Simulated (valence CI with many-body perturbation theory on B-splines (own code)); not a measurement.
**Au⁶⁵⁺: calculated level list**

Computed by valence CI with perturbative core correlation (CI+MBPT): four valence electrons over a frozen Dirac-Fock core [Ne], a basis of 9 s, 9 p, 8 d, 6 f, 3 g, 1 h functions for each j, with the one-electron correlation potential Σ1 (screened to all orders), the two-electron term Σ2, the three-electron term Σ3, Breit, model QED; selected single and double excitations, second order for the rest, scaled by the run's own slope (own B-spline code, finite nucleus).

No measured spectrum was set against this ion. As an estimate, large intervals hold to a few tenths of a per cent, small ones and those within an open d or f shell to about a per cent.

Levels 1 to 39 of 39, with energies above the lowest level, (3s^2 3p1/2^2) J=0. "Leading %" is the weight of the configuration and term that name the level; weights of strongly mixed levels are sums over their largest components and can fall short, so below about 35 % the name and the second component can differ from the true leading terms, or belong to a minority configuration. In the jj column 3d3/2^4 stands for four electrons in 3d with j = 3/2. Lifetimes count E1, E2, E3, M1 and M2 decay at the calculated energies, and are blank where another channel may lead or the interval is too uncertain; long ones can be off by a factor of two.

```tsv
No.	Configuration	Term	J	E (eV)	Leading %	g	Lifetime	Second component	Leading jj
1	3s2 3p2	3P	0	0.0	68			31 % 3s2 3p2 1S	3s^2 3p1/2^2 (100 %)
2	3s2 3p2	3P	1	479.7	100	1.487	1.46 ns		3s^2 3p1/2 3p3/2 (100 %)
3	3s2 3p2	1D	2	489.6	65	1.157	62.4 ns	35 % 3s2 3p2 3P	3s^2 3p1/2 3p3/2 (99 %)
4	3s 3p3	3P°	2	667.7	47	1.511	29.8 ps	26 % 3s 3p3 5S°	3s 3p1/2^2 3p3/2 (97 %)
5	3s 3p3	3D°	1	696.9	26	1.048	787 fs	24 % 3s 3p3 1P°	3s 3p1/2^2 3p3/2 (80 %)
6	3s2 3p 3d	3F°	2	718.8	74	0.751	79.5 ps	20 % 3s2 3p 3d 1D°	3s^2 3p1/2 3d3/2 (99 %)
7	3s2 3p 3d	3D°	1	767.9	42	0.883	124 fs	25 % 3s2 3p 3d 1P°	3s^2 3p1/2 3d3/2 (81 %)
8	3s2 3p 3d	3P°	2	850.5	46	1.280	2.18 ps	34 % 3s2 3p 3d 3D°	3s^2 3p1/2 3d5/2 (98 %)
9	3s2 3p 3d	3F°	3	852.0	50	1.100	3.20 ps	28 % 3s2 3p 3d 1F°	3s^2 3p1/2 3d5/2 (99 %)
10	3s 3p2 3d	3D	1	911.6	45	0.448	14.7 ps	37 % 3s 3p2 3d 5F	3s 3p1/2^2 3d3/2 (99 %)
11	3s 3p2 3d	3D	2	919.7	30	1.117	15.2 ps	17 % 3s 3p2 3d 5F	3s 3p1/2^2 3d3/2 (98 %)
12	3s2 3p2	3P	2	977.2	64	1.311	294 ps	34 % 3s2 3p2 1D	3s^2 3p3/2^2 (99 %)
13	3s2 3p2	1S	0	999.2	67		397 ps	31 % 3s2 3p2 3P	3s^2 3p3/2^2 (98 %)
14	3s 3p2 3d	3D	3	1038.0	36	1.337	2.87 ps	19 % 3s 3p2 3d 5D	3s 3p1/2^2 3d5/2 (99 %)
15	3s 3p2 3d	3F	2	1053.2	27	1.028	2.62 ps	21 % 3s 3p2 3d 1D	3s 3p1/2^2 3d5/2 (98 %)
16	3s 3p3	3D°	2	1136.8	49	1.527	1.10 ps	45 % 3s 3p3 5S°	3s 3p1/2 3p3/2^2 (96 %)
17	3s 3p3	3D°	3	1157.4	94	1.309	1.57 ps		3s 3p1/2 3p3/2^2 (94 %)
18	3s 3p3	3P°	0	1169.4	85		873 fs	14 % 3s2 3p 3d 3P°	3s 3p1/2 3p3/2^2 (85 %)
19	3s 3p3	1D°	2	1185.0	54	1.084	426 fs	13 % 3s2 3p 3d 3D°	3s 3p1/2 3p3/2^2 (70 %)
20	3s 3p3	3P°	1	1185.9	32	1.266	517 fs	20 % 3s 3p3 3D°	3s 3p1/2 3p3/2^2 (81 %)
21	3s 3p3	3S°	1	1198.5	30	1.333	177 fs	29 % 3s 3p3 3P°	3s 3p1/2 3p3/2^2 (98 %)
22	3s2 3p 3d	3F°	3	1238.9	46	1.075	266 fs	38 % 3s2 3p 3d 1F°	3s^2 3p3/2 3d3/2 (95 %)
23	3s2 3p 3d	3D°	2	1245.2	38	1.056	116 fs	21 % 3s 3p3 1D°	3s^2 3p3/2 3d3/2 (68 %)
24	3s2 3p 3d	3P°	1	1245.4	45	1.115	147 fs	32 % 3s2 3p 3d 3D°	3s^2 3p3/2 3d3/2 (81 %)
25	3s2 3p 3d	3P°	0	1246.5	85		177 fs	14 % 3s 3p3 3P°	3s^2 3p3/2 3d3/2 (85 %)
26	3s2 3p 3d	3F°	4	1322.9	99	1.235	809 ps		3s^2 3p3/2 3d5/2 (99 %)
27	3s2 3p 3d	3P°	2	1334.0	43	1.220	3.53 ps	42 % 3s2 3p 3d 1D°	3s^2 3p3/2 3d5/2 (97 %)
28	3s2 3p 3d	3D°	3	1357.7	63	1.202	1.21 ps	34 % 3s2 3p 3d 1F°	3s^2 3p3/2 3d5/2 (96 %)
29	3s 3p2 3d	5F	2	1359.9	27	1.152	1.97 ps	17 % 3p4 3P	3s 3p1/2 3p3/2 3d3/2 (73 %)
30	3s 3p2 3d	5D	0	1367.0	75		9.61 ps	14 % 3s 3p2 3d 3P	3s 3p1/2 3p3/2 3d3/2 (94 %)
31	3s2 3p 3d	1P°	1	1369.2	62	1.071	1.68 ps	25 % 3s2 3p 3d 3P°	3s^2 3p3/2 3d5/2 (97 %)
32	3s 3p2 3d	5D	1	1369.8	50	1.121	8.57 ps	23 % 3s 3p2 3d 5F	3s 3p1/2 3p3/2 3d3/2 (99 %)
33	3s 3p2 3d	5F	3	1375.9	43	1.123	7.91 ps	35 % 3s 3p2 3d 3F	3s 3p1/2 3p3/2 3d3/2 (98 %)
34	3p4	3P	2	1382.9	32	1.197	497 fs	16 % 3p4 1D	3p1/2^2 3p3/2^2 (49 %)
35	3s 3p2 3d	3G	4	1394.7	31	1.148	26.0 ps	18 % 3s 3p2 3d 1G	3s 3p1/2 3p3/2 3d3/2 (96 %)
36	3p4	1S	0	1397.4	45		408 fs	25 % 3p4 3P	3p1/2^2 3p3/2^2 (69 %)
37	3s 3p2 3d	3F	2	1409.6	56	0.909	440 fs	9 % 3s 3p2 3d 3P	3s 3p1/2 3p3/2 3d3/2 (87 %)
38	3s 3p2 3d	3D	3	1417.3	33	1.242	252 fs	16 % 3s 3p2 3d 3F	3s 3p1/2 3p3/2 3d3/2 (96 %)
39	3s 3p2 3d	3P	1	1422.1	30	1.665	232 fs	28 % 3s 3p2 3d 5P	3s 3p1/2 3p3/2 3d3/2 (98 %)
```

The ionisation energy to 3s2 3p 2P°_1/2 of the next ion comes out as 7758.4 eV (NIST: 7760 ± 30 eV (theoretical)). All 39 levels together are meant to be complete up to 1423.9 eV.
